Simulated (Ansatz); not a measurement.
Born–Oppenheimer molecular dynamics of CH9N3OSi (15 atoms, charge 0, multiplicity 1). It starts from a relaxed structure.

Method: RKS B3LYP-D4/def2-SVP (Ansatz 0.2.0).

```
ensemble                      : NVE (velocity Verlet)
time step                     : 1 fs
steps asked                   : 150
starting velocities drawn for : 700 K
seed                          : 753803
```

First frame:

```xyz
15
Properties=species:S:1:pos:R:3
Si -0.023 -0.044 -0.057
O 0.054 -0.332 1.590
C -1.071 -0.361 2.431
H -1.777 -1.168 2.156
H -0.740 -0.529 3.469
H -1.632 0.593 2.403
N 1.650 0.112 -0.440
H 2.329 -0.326 0.174
H 1.968 0.119 -1.403
N -0.795 1.392 -0.603
H -1.804 1.482 -0.629
H -0.329 2.288 -0.513
N -1.009 -1.314 -0.705
H -0.835 -2.271 -0.413
H -1.294 -1.284 -1.679
```

(1) How far do the bonds stretch over the last three quarters of this one trajectory? (Pairs bonded in most of those frames.)

Results:

(1) 
| bond | mean (Å) | spread (Å) | shortest | longest |
| --- | --- | --- | --- | --- |
| Si1–O2 | 1.676 | 0.032 | 1.61 | 1.74 |
| Si1–N7 | 1.738 | 0.041 | 1.67 | 1.82 |
| Si1–N10 | 1.726 | 0.024 | 1.69 | 1.77 |
| Si1–N13 | 1.734 | 0.027 | 1.69 | 1.79 |
| O2–C3 | 1.414 | 0.045 | 1.34 | 1.50 |
| C3–H4 | 1.106 | 0.008 | 1.09 | 1.13 |
| C3–H5 | 1.107 | 0.013 | 1.08 | 1.13 |
| C3–H6 | 1.107 | 0.011 | 1.08 | 1.13 |
| N7–H8 | 1.017 | 0.014 | 0.99 | 1.04 |
| N7–H9 | 1.017 | 0.010 | 0.99 | 1.04 |
| N10–H11 | 1.017 | 0.019 | 0.98 | 1.05 |
| N10–H12 | 1.018 | 0.017 | 0.99 | 1.05 |
| N13–H14 | 1.029 | 0.065 | 0.91 | 1.16 |
| N13–H15 | 1.038 | 0.078 | 0.89 | 1.17 |

Mean temperature of the second half: 354 K. The conserved energy stayed within 4.7 meV per atom of its start (net change 2.9 meV per atom), so there is no drift, though single steps change it by up to 64 meV in the whole system, a sign of fast motions only just resolved. Over the second half the temperature averaged 0.51 of the 700 K drawn at the start: a run that starts near a minimum puts about half its kinetic energy into the potential. A run of 0.15 ps of so small a system gives no equilibrium averages.

Time of the run: 5.6 min on 4 threads of Arm Neoverse V1 (shared host), peak memory 0.38 GiB.
